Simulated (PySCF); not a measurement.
**Be (beryllium, neutral): UHF calculation**

Configuration: [He] 2p2, high-spin 3P determinant (an excited configuration). Computed with PySCF 2.14 in x2c-QZVPPall, with scalar relativity by spin-free X2C-1e.

- Total energy: -14.338702 hartree
- One-electron energy: -18.6355 hartree
- Hartree (Coulomb) energy: 6.9344 hartree
- Exchange energy: -2.6376 hartree
- ⟨S²⟩: 2.0001
- ⟨L²⟩: 2.000
- Sum of ⟨r⟩: 6.733 bohr
- Sum of ⟨r²⟩: 22.06 bohr²
- Traceless quadrupole moment −½Σ⟨3z² − r²⟩ along its main axis: 4.32 e·bohr²
- Langevin diamagnetic susceptibility: -17.5 ×10⁻⁶ cm³/mol

| shell | electrons | mean orbital energy (hartree) | rms radius, mean of both spins (bohr) |
| --- | --- | --- | --- |
| 1s α | 1 | -4.80484 | 0.484 |
| 1s β | 1 | -4.79318 | 0.484 |
| 2p α | 2 | -0.22192 | 3.29 |

Spin-orbit constants ζ (cm⁻¹) from the X2C one-electron operator on these orbitals: bare nucleus, nucleus screened by l(l+1)(2l+1)/3 electrons, and screened by the Breit-Pauli mean field of the electrons.

| shell | bare | screened nucleus | mean field |
| --- | --- | --- | --- |
| 2p | 6.888 | 3.444 | 2.299 |

To first order the Landé constant is A = 1.149 cm⁻¹, so the lowest level has J = 0 and lies 0.000285 eV below the centre of the term. This holds in LS coupling only.
